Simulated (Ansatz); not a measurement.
Mulliken charges of CdH₂OS (`[OH][Cd][SH]`) from r2SCAN/def2-TZVPP in Ansatz (PBE0-D4/def2-TZVP geometry).

| atom | x (Å) | y (Å) | z (Å) | charge (e) |
| --- | --- | --- | --- | --- |
| O1 | -0.573 | -1.675 | 1.072 | -0.619 |
| Cd2 | -0.225 | 0.045 | 0.182 | 0.717 |
| S3 | 0.191 | 2.132 | -0.737 | -0.400 |
| H4 | -0.876 | -2.358 | 0.469 | 0.199 |
| H5 | 1.483 | 1.856 | -0.986 | 0.103 |

**Question.** By hand: the dipole of these point charges (1 e Å = 4.8032 D).

**Answer.** Σ q r = (0.095, -0.062, -0.247) e Å, of length 0.272 e Å = 1.31 D.

**Question.** How does the dipole of the full density compare? (An estimate is asked.)

**Answer.** Computed: (0.069, -0.155, -0.258) e Å, 1.48 D; the point charges give 0.89 times that, at 18° from its direction.

Point charges leave out the atoms' own dipoles, such as those of lone pairs, and Mulliken's split depends on the basis, so the close match here is no proof of good charges.
